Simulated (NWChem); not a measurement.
Molecule: SiHOBrCl2; SMILES Cl[Si](Br)(O)Cl

```xyz
6

O      0.1037    -0.7584    -1.9167
Si     0.0085    -0.4841    -0.3066
Cl    -1.7049    -1.2826     0.4794
Cl     1.6287    -1.3846     0.5280
Br     0.0268     1.6739     0.1423
H     -0.5894    -0.3976    -2.4798
```
Atoms are numbered in this order, from 1.

All runs use the structure optimised with PBE0/def2-SVP.

List the 4 lowest vertical singlet excitations from PBE/def2-SVPD, TDA (NWChem).


```
state  energy (eV)  oscillator strength  leading excitation (squared amplitude)
-----  -----------  -------------------  --------------------------------------
S1            6.00                0.007                      HOMO → LUMO (0.98)
S2            6.07                0.010                    HOMO−1 → LUMO (0.98)
S3            6.54                0.012                    HOMO−2 → LUMO (0.98)
S4            6.78                0.001                    HOMO → LUMO+1 (0.97)
```
